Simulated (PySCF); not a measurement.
# PySCF run on CoHO2

Input:

```python
from pyscf import gto, dft

mol = gto.M(
    atom='Co -0.1462 0 0.0563; O 0.3244 0 1.5261; O 0.2014 0 -1.5707; H 0.93 0 -2.1982',
    basis='jorge-dzp-dkh',
    charge=0,
    spin=0,
    symmetry=True,
    verbose=4,
)
mf = dft.RKS(mol, xc='pbe')
mf = mf.sfx2c1e()
mf = mf.density_fit(auxbasis='def2-universal-jkfit')
mf.kernel()
mf.dip_moment()
print('orbital energies (hartree):', mf.mo_energy[..., max(0, mol.nelec[1]-3):mol.nelec[0]+3].round(4))
```

```bash
$ OMP_NUM_THREADS=1 python input.py
```

The log (some set-up lines removed):

```
PySCF version 2.14.0

[INPUT] verbose = 4
[INPUT] num. atoms = 4
[INPUT] num. electrons = 44
[INPUT] charge = 0
[INPUT] spin (= nelec alpha-beta = 2S) = 0
[INPUT] symmetry True subgroup None
[INPUT] Mole.unit = angstrom
[INPUT] Symbol           X                Y                Z      unit          X                Y                Z       unit  Magmom
[INPUT]  1 Co    -0.146200000000   0.000000000000   0.056300000000 AA   -0.276277959411   0.000000000000   0.106391580813 Bohr   0.0
[INPUT]  2 O      0.324400000000   0.000000000000   1.526100000000 AA    0.613027154809   0.000000000000   2.883911038699 Bohr   0.0
[INPUT]  3 O      0.201400000000   0.000000000000  -1.570700000000 AA    0.380590841487   0.000000000000  -2.968192823854 Bohr   0.0
[INPUT]  4 H      0.930000000000   0.000000000000  -2.198200000000 AA    1.757445295846   0.000000000000  -4.153995967019 Bohr   0.0

nuclear repulsion = 164.937925138397
point group symmetry = Cs
symmetry origin: [ 0.05106555  0.         -0.04444722]
symmetry axis x: [0.99980263 0.         0.01986686]
symmetry axis y: [-0.01986686  0.          0.99980263]
symmetry axis z: [0. 1. 0.]
num. orbitals of irrep A' = 56
num. orbitals of irrep A" = 22
number of shells = 34
number of NR pGTOs = 148
number of NR cGTOs = 78
basis = jorge-dzp-dkh
ecp = {}

******** <class 'pyscf.df.df_jk.DFsfX2C1eSymAdaptedRKS'> ********
method = DFsfX2C1eSymAdaptedRKS
initial guess = minao
damping factor = 0
level_shift factor = 0
DIIS = <class 'pyscf.scf.diis.CDIIS'>
diis_start_cycle = 1
diis_space = 8
diis_damp = 0
SCF conv_tol = 1e-09
SCF conv_tol_grad = None
SCF max_cycles = 50
direct_scf = False
XC library pyscf.dft.libxc version 7.0.0
    S. Lehtola, C. Steigemann, M. J.T. Oliveira, and M. A.L. Marques.,  SoftwareX 7, 1–5 (2018)
XC functionals = pbe
    J. P. Perdew, K. Burke, and M. Ernzerhof.,  Phys. Rev. Lett. 77, 3865 (1996)
    J. P. Perdew, K. Burke, and M. Ernzerhof.,  Phys. Rev. Lett. 78, 1396 (1997)
    J. P. Perdew, K. Burke, and M. Ernzerhof.,  Phys. Rev. Lett. 77, 3865 (1996)
    J. P. Perdew, K. Burke, and M. Ernzerhof.,  Phys. Rev. Lett. 78, 1396 (1997)
radial grids:
    Treutler-Ahlrichs [JCP 102, 346 (1995); DOI:10.1063/1.469408] (M4) radial grids

becke partition: Becke, JCP 88, 2547 (1988); DOI:10.1063/1.454033
pruning grids: <function nwchem_prune>
grids dens level: 3
symmetrized grids: True
atomic radii adjust function: <function treutler_atomic_radii_adjust>
small_rho_cutoff = 0

******** <class 'pyscf.x2c.sfx2c1e.SpinFreeX2CHelper'> ********
approx = 1e
xuncontract = 1
Freeze 0 electrons in irreps []
    44 free electrons in irreps A' A"
Set gradient conv threshold to 3.16228e-05
Initial guess from minao.
tot grids = 58880
init E= -1543.33109559999
HOMO (A') = 0.258539772956244  LUMO (A") = 0.265710461718875  gap/eV = 0.19512
cycle= 1 E= -1526.98505577018  delta_E= 16.3  |g|= 8.05  |ddm|= 10.3
HOMO (A') = -0.881807828998677  LUMO (A") = -0.838986830835422  gap/eV = 1.16522
cycle= 2 E= -1486.89647852326  delta_E= 40.1  |g|= 17.6  |ddm|= 16.3
HOMO (A') = -0.574009612772243  LUMO (A") = -0.52383528262699  gap/eV = 1.36531
cycle= 3 E= -1529.04282742173  delta_E= -42.1  |g|=   10  |ddm|= 8.71
HOMO (A') = -0.444904903811965  LUMO (A") = -0.392304117046582  gap/eV = 1.43134
cycle= 4 E= -1534.36224789534  delta_E= -5.32  |g|= 7.56  |ddm|= 3.08
HOMO (A') = -0.338411779012467  LUMO (A') = -0.200572825165511  gap/eV = 3.75079
cycle= 5 E= -1531.25244031978  delta_E= 3.11  |g|= 7.47  |ddm|= 3.95
HOMO (A') = -0.404259766924846  LUMO (A") = -0.380939725920499  gap/eV = 0.63457
cycle= 6 E= -1539.92588562687  delta_E= -8.67  |g|= 5.29  |ddm|= 3.68
HOMO (A') = -0.31806036100566  LUMO (A") = -0.316459257592204  gap/eV = 0.04357
cycle= 7 E= -1541.3614089622  delta_E= -1.44  |g|= 4.38  |ddm|= 1.16
HOMO (A') = -0.316245807098247  LUMO (A") = -0.30424720274571  gap/eV = 0.32650
cycle= 8 E= -1540.66812257193  delta_E= 0.693  |g|= 4.85  |ddm|= 0.76
HOMO (A') = -0.332382937775821  LUMO (A") = -0.321754006962276  gap/eV = 0.28923
cycle= 9 E= -1540.36737186102  delta_E= 0.301  |g|= 5.03  |ddm|= 0.238
HOMO (A') = 0.206936578614736  LUMO (A") = 0.229309371028446  gap/eV = 0.60879
cycle= 10 E= -1527.30237450713  delta_E= 13.1  |g|= 8.17  |ddm|= 9.41
HOMO (A') = -0.339118053032499  LUMO (A") = -0.337016074175221  gap/eV = 0.05720
[6 cycles left out]
cycle= 17 E= -1543.86169430301  delta_E= -0.355  |g|= 0.365  |ddm|= 0.871
HOMO (A') = -0.195985353128509  LUMO (A") = -0.17275574990828  gap/eV = 0.63211
cycle= 18 E= -1543.87982662853  delta_E= -0.0181  |g|= 0.401  |ddm|= 1.34
HOMO (A') = -0.194702910727316  LUMO (A") = -0.17438099235477  gap/eV = 0.55299
cycle= 19 E= -1543.89672576443  delta_E= -0.0169  |g|= 0.302  |ddm|= 0.503
HOMO (A') = -0.191990137855092  LUMO (A") = -0.172954519563043  gap/eV = 0.51799
cycle= 20 E= -1543.90364215974  delta_E= -0.00692  |g|= 0.187  |ddm|= 0.0866
HOMO (A') = -0.190540392165304  LUMO (A") = -0.17363284331729  gap/eV = 0.46008
cycle= 21 E= -1543.90806182945  delta_E= -0.00442  |g|= 0.09  |ddm|= 0.137
HOMO (A') = -0.189135870883182  LUMO (A") = -0.173987894353996  gap/eV = 0.41220
cycle= 22 E= -1543.90918627209  delta_E= -0.00112  |g|= 0.0225  |ddm|= 0.0632
HOMO (A') = -0.187921874363395  LUMO (A") = -0.173446562606964  gap/eV = 0.39389
cycle= 23 E= -1543.90924819248  delta_E= -6.19e-05  |g|= 0.00401  |ddm|= 0.0133
HOMO (A') = -0.188200305709725  LUMO (A") = -0.173556140843461  gap/eV = 0.39849
cycle= 24 E= -1543.90924988942  delta_E= -1.7e-06  |g|= 0.000619  |ddm|= 0.00154
HOMO (A') = -0.188208434829331  LUMO (A") = -0.173574495694076  gap/eV = 0.39821
cycle= 25 E= -1543.90924995386  delta_E= -6.44e-08  |g|= 7.87e-05  |ddm|= 0.000515
HOMO (A') = -0.188201212296328  LUMO (A") = -0.173569081547459  gap/eV = 0.39816
cycle= 26 E= -1543.90924995476  delta_E= -9.01e-10  |g|= 1.12e-05  |ddm|= 6.28e-05
HOMO (A') = -0.188201490571193  LUMO (A") = -0.173569743673919  gap/eV = 0.39815
Extra cycle  E= -1543.90924995262  delta_E= 2.14e-09  |g|= 9.44e-05  |ddm|= 0.00018
converged SCF energy = -1543.90924995262
Dipole moment(X, Y, Z, Debye):  0.43144,  0.00000, -2.68382
orbital energies (hartree): [-0.1964 -0.1895 -0.1882 -0.1736 -0.1596 -0.0074]
```

In short: E(SCF) = -1543.909250 Eh, μ(SCF) = 2.72 D.

It ran on Arm Neoverse N1 (1 thread, shared host) in 17 s, peak memory 0.3 GiB.
